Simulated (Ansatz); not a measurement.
System: TiO₂ (charge 0, singlet). 
Coordinates optimised at B3LYP-D3(BJ)/def2-TZVP (Ansatz, a program for electronic structure):
```
Ti
O 1 1.6409
O 1 1.6409 2 111.96
```

Total electronic energies in hartree. Correlated levels leave the core frozen unless marked. Spin-orbit coupling is left out. The frozen core is the preceding noble-gas configuration, with the filled d and f shells of earlier blocks. Non-relativistic. CBS marks a two-point X^-3 extrapolation of the correlation energy; Hartree-Fock from the larger set.

The T1 diagnostic of CCSD in the largest basis is 0.040, which is high, so the coupled-cluster rows are less sure than usual.

```json
[
 {"level": "HF/6-31G", "program": "Ansatz", "energy (Eh)": "-997.97672"},
 {"level": "PBE-D4/def2-TZVPD", "program": "Ansatz + dftd4", "energy (Eh)": "-999.68155"},
 {"level": "revPBE-D4/def2-TZVPD", "program": "Ansatz + dftd4", "energy (Eh)": "-999.91322"},
 {"level": "B97M-V/def2-TZVPD", "program": "Ansatz", "energy (Eh)": "-999.76230"},
 {"level": "B3LYP/def2-TZVPD", "program": "Ansatz", "energy (Eh)": "-1000.03683"},
 {"level": "BHLYP-D3(BJ)/def2-TZVPD", "program": "Ansatz + dftd3", "energy (Eh)": "-999.87836"},
 {"level": "BHLYP/def2-TZVPD", "program": "Ansatz", "energy (Eh)": "-999.87602"},
 {"level": "r2SCANh/def2-TZVPD", "program": "Ansatz", "energy (Eh)": "-999.90033"},
 {"level": "HSE06-D3(BJ)/def2-TZVPD", "program": "Ansatz + dftd3", "energy (Eh)": "-999.64110"},
 {"level": "CAM-B3LYP-D4/def2-TZVPD", "program": "Ansatz + dftd4", "energy (Eh)": "-999.99775"},
 {"level": "wB97X/def2-TZVPD", "program": "Ansatz", "energy (Eh)": "-999.96234"},
 {"level": "B2GP-PLYP-D3(BJ)/def2-TZVPD", "program": "Ansatz + dftd3", "energy (Eh)": "-999.57938"},
 {"level": "B2GP-PLYP-D4/def2-TZVPD", "program": "Ansatz + dftd4", "energy (Eh)": "-999.57853"},
 {"level": "B2GP-PLYP/def2-TZVPD", "program": "Ansatz", "energy (Eh)": "-999.57778"},
 {"level": "RPA@PBE/def2-QZVPP", "program": "Ansatz", "energy (Eh)": "-999.17634"},
 {"level": "MP2/def2-TZVPPD", "program": "Ansatz", "energy (Eh)": "-998.87334"},
 {"level": "RI-MP2/def2-TZVPPD", "program": "Ansatz", "energy (Eh)": "-998.87323"},
 {"level": "RI-MP2/def2-QZVPPD", "program": "Ansatz", "energy (Eh)": "-998.93325"},
 {"level": "SCS-MP2/def2-SVPD", "program": "Ansatz", "energy (Eh)": "-998.45079"},
 {"level": "SCS-MP2/def2-TZVPPD", "program": "Ansatz", "energy (Eh)": "-998.83717"},
 {"level": "CCSD/CBS(def2-TZVPPD,def2-QZVPPD)", "program": "Ansatz", "energy (Eh)": "-998.8852"},
 {"level": "CCSD(T)/def2-QZVPPD", "program": "Ansatz", "energy (Eh)": "-998.92031"},
 {"level": "CCSD(T)/CBS(def2-TZVPPD,def2-QZVPPD)", "program": "Ansatz", "energy (Eh)": "-998.9470"}
]
```

Totals of different functionals don't rank their quality; only differences between species are comparable.
